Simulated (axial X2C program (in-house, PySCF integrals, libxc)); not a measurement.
**BiAs: cheaper levels and CCSD(T), 2c**

All values were computed with an in-house all-electron X2C program for linear molecules (integrals from PySCF). Two-component (2c) means X2C with spin–orbit coupling and atomic mean-field two-electron Coulomb and Gaunt terms. Basis: Bi dyall-cv3z [12s14p10d6f1g], As dyall-cv3z [9s9p6d4f1g] (cores contracted in-house); Gaussian nuclei, density fitting, unrestricted open shells. Masses: Bi 208.980 u, As 74.922 u.

State: Ω = 0 (closed shell); fragments Bi + As.

```
level  Re (Å)  ωe (cm⁻¹)  De (eV)
 PBE0   2.370      305.1     2.40
   HF   2.385      268.3   -0.434
 CCSD   2.400      294.5     1.92
 PW91   2.402      288.8     2.92
```

Correlated methods: 10 electrons correlated (number of frozen shells: Bi 5 s, 4 p, 3 d, 1 f; As 3 s, 2 p, 1 d), 282 virtual spin orbitals or spinors in MP2, 90 natural virtuals in coupled cluster.

CCSD(T), same Hamiltonian and basis:

Re = 2.413 Å, ωe = 289.0 cm⁻¹, De = 2.23 eV; T1 = 0.056 (Lee–Taylor normalisation).

(1) Give the differences from CCSD(T) in the columns below.

Occupations by symmetry block were frozen at the best pattern of an incomplete PBE0 search. Closed shells are restricted here (equal orbitals for both partners); the stretched side of such a curve lies too high. Dissociation energies refer to the lowest single-determinant-based atoms at the same level and basis. CCSD and (T) use frozen natural virtuals with an MP2 correction for the truncation; (T) itself is uncorrected, so its De runs slightly low. The T1 diagnostic is large, a sign of multireference character. With the outer-core shells frozen, correlated bond lengths of heavy atoms tend to come out a few hundredths of an ångström too long.

## Answers

(1) 

```
level  ΔRe (Å)  Δωe (cm⁻¹)  ΔDe (eV)
 PBE0   -0.043        16.1      0.17
   HF   -0.028       -20.7     -2.66
 CCSD   -0.013         5.5     -0.31
 PW91   -0.011        -0.2      0.69
```
